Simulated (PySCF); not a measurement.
# Working out the ionisation energy of N²⁺

N²⁺ [He] 2s2 2p1 (2P) → N³⁺ [He] 2s2 (1S). Computed with PySCF 2.14 in x2c-TZVPall, with scalar relativity by spin-free X2C-1e. Frozen: 1s2. Energies in hartree (1 hartree = 27.21139 eV):

```json
{"part": "UHF", "N²⁺ (lower)": "-52.848339", "N³⁺ (upper)": "-51.110369"}
{"part": "CCSD correlation", "N²⁺ (lower)": "-0.082295", "N³⁺ (upper)": "-0.085325"}
{"part": "(T)", "N²⁺ (lower)": "-0.001016", "N³⁺ (upper)": "0.000000"}
```

**Question.** What does Hartree-Fock give?

**Answer.** (-51.110369) − (-52.848339) = 1.737970 hartree = 47.293 eV.

**Question.** What do CCSD and CCSD(T) give?

**Answer.** The CCSD correlation energies differ by -0.003030 hartree = -0.082 eV and the triples by 0.001016 hartree = 0.028 eV, so CCSD gives 47.211 eV and CCSD(T) 47.239 eV.

Reference: 47.445 eV (semi-empirical (NIST evaluation); NIST Atomic Spectra Database, ionization energies), between the lowest levels; spin-orbit coupling is absent from the calculation.

The coupled-cluster amplitudes are large, so a single reference is strained.

What remains against the reference includes basis incompleteness, the frozen core and higher excitations.
